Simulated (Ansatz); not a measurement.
The same path of CH6GaN + H2S (12 atoms, charge 0, multiplicity 1) was run twice with different band settings. Lost on the way: Ga1–H2, H5–S6. Made: Ga1–S6, H2–H5.

Computed with Ansatz 0.2.0, RKS r2SCANh-D4/def2-SVP.

Relaxed end points:

```xyz
12
Properties=species:S:1:pos:R:3
Ga -0.387 0.527 0.285
H -1.666 1.146 -0.379
C 1.467 1.036 -0.119
N -0.697 -0.407 1.823
H -1.637 -1.936 -1.383
S -0.348 -1.624 -1.621
H 1.634 1.161 -1.198
H 2.176 0.282 0.252
H 1.715 1.993 0.365
H -1.613 -0.560 2.224
H 0.030 -0.770 2.425
H -0.672 -0.848 -2.675
```

```xyz
12
Properties=species:S:1:pos:R:3
Ga 0.171 -0.521 0.344
H -2.166 1.330 -1.595
C 1.368 0.923 -0.192
N -0.474 -0.718 2.019
H -1.982 0.594 -1.593
S -0.518 -2.101 -1.053
H 0.981 1.430 -1.088
H 2.363 0.524 -0.436
H 1.481 1.667 0.609
H -1.093 -1.464 2.307
H -0.274 -0.085 2.782
H 0.143 -1.579 -2.106
```

Common settings: movable images 5; climbing image yes; spring 5.0 eV/Å²; optimiser quadratic models (default); force threshold 0.05 eV/Å; iteration limit 60; end points relaxed.

| run | start path |
| --- | --- |
| 1 | through a guess of the saddle point |
| 2 | straight line |

Q: What does each run give, and how far can it be trusted?

A: Run 1: converged after 11 iterations, highest image 0.729 eV above the first end. A vibrational analysis at the climbing image gives one clearly imaginary mode, 921i cm⁻¹: a first-order saddle point.
Run 2: converged after 18 iterations, highest image 0.749 eV above the first end. The order of the point at the top wasn't checked.
The orbitals stay closed-shell, which can raise the energy where a bond breaks towards radicals; this wasn't checked here.
